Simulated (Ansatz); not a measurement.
Two structures of CH₅BrZn, closed shell, reached by relaxing down either side of one saddle point (PBE0-D4/def2-TZVP). Energies are electronic, without zero-point energy. Computed with Ansatz 0.2.0 (basis: def2-TZVPP and def2-QZVPP); correlated methods freeze the cores. The 3s and 3p shells of Cu and Zn are frozen; filled d shells are correlated. The def2 sets are not built for correlating such inner shells, so the correlated values are less sure here. Extrapolation: Hartree–Fock as exp(−7.88 √X), correlation as X^−2.97. First:

```
8
angstrom
Zn -0.1890 -0.5254 -0.0494
H -0.7237 -0.8775 -1.4666
C 0.4726 -0.1041 1.7203
H -0.7075 0.2704 -2.7049
Br -0.6684 1.2925 -3.7234
H -0.1938 0.5992 2.2254
H 1.4648 0.3499 1.6641
H 0.5449 -1.0049 2.3343
```

Second:

```
8
angstrom
Zn 0.3022 0.9550 -0.4431
H -1.2324 -1.7137 -1.3598
C 0.4778 0.1398 1.2966
H -1.1912 -1.2454 -1.9413
Br 0.1101 1.9277 -2.4631
H -0.4555 0.2370 1.8544
H 1.2760 0.6205 1.8648
H 0.7130 -0.9209 1.1914
```

Which bonds change from the first to the second?

CH₄Zn ([CH3][ZnH]) + HBr → CH₃BrZn ([CH3][Zn][Br]) + H₂; bonds formed: Zn1–Br5, H2–H4; bonds broken: Zn1–H2, H4–Br5.

Give the saddle point's structure and its height above each. (To be estimated.)

By the calculation: 5.81 kcal/mol above the first and 40.09 kcal/mol above the second (CCSD(T) at an estimated basis limit (MP2 extrapolated from triple and quadruple zeta, plus CCSD(T) − MP2 in triple zeta)).
```tsv
atom	x (Å)	y (Å)	z (Å)
Zn1	-0.2419	-0.4309	-0.3390
H2	-0.8845	-1.1895	-1.6457
C3	0.4292	0.0322	1.4122
H4	-0.7028	-0.1790	-2.1768
Br5	-0.2787	1.3682	-2.4984
H6	-0.2496	0.7441	1.8860
H7	1.4085	0.5031	1.3120
H8	0.5196	-0.8482	2.0496
```

T1 diagnostic: at most 0.012.

Labels in which every atom is bracketed show which atoms are joined, not bond orders.

For scale, one of the runs: CCSD(T)/def2-TZVPP, 213 basis functions, launched by `ansatz run in.yaml --threads 8 --pin off --events-out ev --progress --plain --max-ram 19148MiB`. The run took 16 s on 8 CPU threads of an Intel Xeon 6975P-C (shared host), with 3.2 GiB of host memory at its peak.
